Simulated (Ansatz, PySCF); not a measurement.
System: C3H5O2, charge 0, multiplicity 2. It need not be the lowest isomer of its formula. 
Geometry from a B3LYP-D3(BJ)/def2-TZVP (Ansatz, a first-principles code) optimisation:
SMILES: C[CH]OC=O
```xyz
10

C     -2.1891     0.3627    -0.1375
C     -0.8567    -0.1741     0.1934
O      0.2028     0.6020    -0.2087
C      1.4608     0.1100    -0.0934
O      1.7493    -0.9753     0.3201
H     -2.3811     0.3565    -1.2201
H     -2.9625    -0.2380     0.3404
H     -2.2967     1.3984     0.1979
H     -0.6327    -1.1950     0.4583
H      2.1661     0.8725    -0.4417
```
Charge 0, spin multiplicity 2.

Quantity: atomisation energy (electronic, to ground-state atoms), in kcal/mol. Correlated levels leave the core frozen unless marked. Open shells are spin-unrestricted. Spin-orbit coupling is left out. No relativistic terms. The coupled-cluster limit lacks core correlation, which all-electron functionals hold. CBS(X,Y): correlation extrapolated as X^-3; Hartree-Fock from the larger set. [CCSD(T)-MP2]/basis is that difference in the basis named.

```json
[
 {"level": "HF/6-31G*", "program": "Ansatz", "atomisation energy (kcal/mol)": "687.6"},
 {"level": "HF/cc-pVTZ", "program": "Ansatz", "atomisation energy (kcal/mol)": "691.3"},
 {"level": "HF/def2-TZVPD", "program": "PySCF", "atomisation energy (kcal/mol)": "690.5"},
 {"level": "HF-D3(BJ)/def2-TZVPD", "program": "PySCF + dftd3", "atomisation energy (kcal/mol)": "722.1"},
 {"level": "revPBE-D3(BJ)/def2-TZVPD", "program": "Ansatz + dftd3", "atomisation energy (kcal/mol)": "983.6"},
 {"level": "BHLYP-D4/def2-TZVPD", "program": "Ansatz + dftd4", "atomisation energy (kcal/mol)": "938.4"},
 {"level": "CAM-B3LYP-D4/def2-TZVPD", "program": "Ansatz + dftd4", "atomisation energy (kcal/mol)": "984.8"},
 {"level": "MP2/6-31G", "program": "Ansatz", "atomisation energy (kcal/mol)": "820.1"},
 {"level": "MP2/cc-pVDZ", "program": "Ansatz", "atomisation energy (kcal/mol)": "921.1"},
 {"level": "RI-MP2/CBS(cc-pVTZ,cc-pVQZ)+[CCSD(T)-MP2]/cc-pVTZ", "program": "Ansatz", "atomisation energy (kcal/mol)": "976.3"}
]
```
